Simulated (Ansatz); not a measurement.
`C/C=[CH]/[AlH2]`, one more setting.

```yaml
crystal:
  periodic: [false, false, false]
  atoms:
    - {symbol: C, position_ang: [-0.582252, 1.818962, 0.170717]}
    - {symbol: C, position_ang: [-0.418045, 0.370752, -0.059636]}
    - {symbol: C, position_ang: [0.709985, -0.319985, 0.107428]}
    - {symbol: Al, position_ang: [0.677115, -2.294267, -0.234653]}
    - {symbol: H, position_ang: [-1.359729, 2.009960, 0.923798]}
    - {symbol: H, position_ang: [-0.881038, 2.320617, -0.718757]}
    - {symbol: H, position_ang: [0.345724, 2.243544, 0.504942]}
    - {symbol: H, position_ang: [-1.366820, -0.206034, -0.384936]}
    - {symbol: H, position_ang: [1.583756, 0.144040, 0.470721]}
    - {symbol: H, position_ang: [-0.685980, -2.926500, -0.674014]}
    - {symbol: H, position_ang: [1.964555, -3.159694, -0.009937]}
basis:
  gaussian: {orbitals: pcseg-2}
hamiltonian: {xc: {name: r2SCAN50}}
output: {forces: true}
```

```sh
$ ansatz run in.yaml --threads 2 --pin off --events-out ev --progress --plain --max-ram 4352MiB
```

Shortened log:

```
Functional definition: r2SCAN50
1227 factors; their error is unknown
mean field evaluation 1: about -9812.4812 eV, gradient 5.0e1 eV
mean field evaluation 2: about -9813.5119 eV, gradient 4.3e1 eV
mean field evaluation 4: about -9818.5665 eV, gradient 2.0e0 eV
mean field evaluation 8: about -9818.5776 eV, gradient 2.8e-2 eV
mean field evaluation 16: about -9818.6754 eV, gradient 3.4e-5 eV
mean field -9818.67542036 eV, -360.8296663609 hartree, gradient 3.4e-5 eV, S^2 0.000000; 0 other end points of the search recorded, 0 dependent functions left out
reference -9818.67543131 eV, -360.8296667634 hartree; 19, 19 occupied and 203, 203 virtual orbitals, 1227 factors
Total energy: -9818.67543131 eV, -360.8296667634 hartree
Atom 0 at    -0.582252     1.818962     0.170717 Å, force    -0.352024    -0.197751     0.848541 eV/Å
Atom 1 at    -0.418045     0.370752    -0.059636 Å, force    -1.161898    -1.393884    -0.396188 eV/Å
Atom 2 at     0.709985    -0.319985     0.107428 Å, force    -1.247762    -1.994274    -0.559018 eV/Å
Atom 3 at     0.677115    -2.294267    -0.234653 Å, force     0.060771     1.301303     0.315813 eV/Å
Atom 4 at    -1.359729     2.009960     0.923798 Å, force     0.356358    -0.059309    -0.328729 eV/Å
Atom 5 at    -0.881038     2.320617    -0.718757 Å, force    -0.260861     0.328042    -0.620257 eV/Å
Atom 6 at     0.345724     2.243544     0.504942 Å, force     0.179622     0.181015     0.141163 eV/Å
Atom 7 at    -1.366820    -0.206034    -0.384936 Å, force     1.752071     1.178849     0.485795 eV/Å
Atom 8 at     1.583756     0.144040     0.470721 Å, force     0.706962     0.792282     0.208766 eV/Å
Atom 9 at    -0.685980    -2.926500    -0.674014 Å, force    -0.085884    -0.051089    -0.066012 eV/Å
Atom 10 at     1.964555    -3.159694    -0.009937 Å, force     0.052644    -0.085184    -0.029874 eV/Å
Dipole moment:    -0.068721     0.224604     0.013046 e Å
```

Hardware: 2 threads of an Arm Neoverse V2 on a shared host. Wall time 6.5 s, peak host memory 0.51 GiB.
